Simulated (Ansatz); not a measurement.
Ansatz results at the PBE0-D4/def2-TZVP geometry: LUMO energy (B3LYP/def2-TZVPP) -0.69 eV; HOMO energy (PBE0/def2-TZVPP) -7.33 eV; HOMO energy (PBE/def2-TZVPP) -5.98 eV.

Each molecule was computed in one conformer, which needn't be the lowest.

Problem. Which molecule gave them?
A. `[F][Hf]([F])([SH])[Cl]`
B. `[CH3][Hf]([NH2])([NH2])[NH2]`
C. `[NH2][Hf]([F])([F])[F]`
D. `CC(C)(C)[NH][Hf]([F])([F])[F]`

Solution. D. The others give `[CH3][Hf]([NH2])([NH2])[NH2]`: -0.21, -6.79, -5.44; `[NH2][Hf]([F])([F])[F]`: -0.93, -8.14, -6.67; `[F][Hf]([F])([SH])[Cl]`: -1.82, -8.24, -7.00.

B3LYP here is the variant with VWN-RPA as its local correlation; programs differ in this.
